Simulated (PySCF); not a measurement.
## Electron correlation in Br⁺ (bromine, charge +1)

[Ar] 3d10 4s2 4p4, high-spin 3P determinant. Computed with PySCF 2.14 in cc-pVDZ-PP with ECP10MDF, with a scalar-relativistic core potential. Frozen: 3s2 3p6 3d10; 6 electrons correlated.

MP2 pair energies summed by pair of shells (mhartree):

```json
{"pair": "4p-4p", "energy": "-35.03", "share (%)": "48.4"}
{"pair": "4s-4p", "energy": "-31.77", "share (%)": "43.9"}
{"pair": "4s-4s", "energy": "-5.65", "share (%)": "7.8"}
```

Total MP2 correlation energy: -72.46 mhartree.

Same-spin part -18.02 and opposite-spin part -54.44 mhartree; SCS-MP2 scales them by 1/3 and 6/5 to -71.33 mhartree.

```tsv
level	correlation energy (mhartree)
CCSD	-87.83
(T)	-0.81
CCSD(T)	-88.64
```

Diagnostics: T1 = 0.0059, D1 = 0.0191, largest double amplitude 0.052.

Task: Is a single reference adequate?

Result: Yes, within this model without spin-orbit coupling: T1 lies below 0.03 and no double amplitude reaches 0.07.
